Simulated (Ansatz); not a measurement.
Coupled-cluster diagnostics for RuO4(NH3) (RuNO₄H₃), Ansatz.

Geometry of the singlet (PBE-D4/def2-SVP):

Cartesian coordinates in Å:
```
Ru -0.452 -0.347 -1.043
O -1.098 -0.842 -2.535
N 0.507 0.389 1.171
H 0.557 -0.394 1.835
H -0.068 1.125 1.601
H 1.458 0.763 1.058
O -1.682 -0.743 0.072
O -0.194 1.327 -1.260
O 0.972 -1.277 -0.899
```

In the def2 sets Ru takes a core potential; there is no spin–orbit coupling. Correlated methods freeze 5 core orbitals; core or outer-core shells of Ru are correlated, in sets that lack core-valence functions.

Task: Estimate the CCSD(T) correlation energy, the shares of MP2 and (T), T1 and the reference's ⟨S²⟩ for: charge 0, singlet, own geometry in def2-SVP; charge 1, doublet, vertical in def2-SVP; and the rough time on 4 threads of Arm Neoverse V1 on a shared host.

Result: 
| state | basis | correlation (eV) | MP2 share (%) | (T) share (%) | T1 | ⟨S²⟩ (pure) | wall time | remarks |
| --- | --- | --- | --- | --- | --- | --- | --- | --- |
| charge 0, singlet, own geometry | def2-SVP | -45.587 | 108.5 | 8.1 | 0.029 | 0.00 (0.00) | 40 s | restricted SCF unstable |
| charge 1, doublet, vertical | def2-SVP | -38.849 | 88.7 | 6.1 | 0.084 | 2.75 (0.75) | 1.9 min | flagged by the program, large T1, spin-contaminated |
Customary marks for T1 are 0.02 (closed shells), 0.045 (open shells) and about 0.05 (3d metals). T1 exceeds 0.02 in 2 of 2 rows and 0.045 in 1; the higher it lies, the less the single-reference result can be trusted.
